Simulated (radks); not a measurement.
Spherical quantum dot in the effective-mass picture: electrons in a hard-walled sphere of radius 1.53, all in effective atomic units (hartree* = m*/eps^2 hartree, bohr* = eps/m* bohr), one dielectric constant everywhere. Calculated with a radial shooting solver with Libxc functionals: non-relativistic Kohn-Sham, r2SCAN, spin-polarised, spherical densities, generalised Kohn-Sham scheme. Levels are named by radial order and angular momentum (1s, 1p, 1d, 2s, ...), and open shells are averaged over m.

N = 30, configuration 1s2 1p6 1d10 1f(up 7, down 5). This is the lowest configuration that the search found. Occupied and some empty levels:

level,occupation,eigenvalue (hartree*),<r> (bohr*)
1s up,1,28.081,0.9462
1s down,1,28.133,0.9441
1p up,3,29.492,1.017
1p down,3,29.553,1.015
1d up,5,31.710,1.066
1d down,5,31.780,1.066
1f up,7,34.628,1.105
1f down,5,34.706,1.104
2s up,0,34.850,0.6982
2s down,0,34.886,0.6993
1g up,0,38.185,1.136
1g down,0,38.270,1.135
2p up,0,38.923,0.8027
2p down,0,38.966,0.8030
2d up,0,43.613,0.8718
2d down,0,43.666,0.8717

Energy (hartree*): total 591.260, kinetic 237.85, external 0, Hartree 388.46, exchange-correlation -35.050.

Electron density:

r (bohr*),n(r) (e/bohr*^3)
0.0433,0.2178
0.158,0.2572
0.272,0.3563
0.386,0.5518
0.500,0.8988
0.615,1.452
0.729,2.218
0.843,3.083
0.957,3.770
1.07,3.904
1.19,3.212
1.30,1.852
1.41,0.5264
1.53,0.0006817
